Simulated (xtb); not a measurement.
BrPb, doublet, geometry from GFN2-xTB (such geometries of metal compounds can be far from the true shape) (the spin is typed, not shown lowest). Base run: GFN0-xTB in xtb.

Input for xtb:
```
$ xtb mol.xyz --gfn 0 --uhf 1 --json

# file mol.xyz
2

Pb    -0.00000000    -0.00000000    -0.78589737
Br     0.00000000     0.00000000     1.84124527
```

Each row names what was changed in the base input (with any setting that the change needs).

| change | ΔE vs base (kJ/mol) |
|---|---|
| base | 0.00 |
| acc = 1000 | 0.00 |
| etemp = 3000 | -31.2 |
| acc = 0.0001 | 0.00 |
| file = coord | 0.00 |
| acc = 30 | 0.00 |
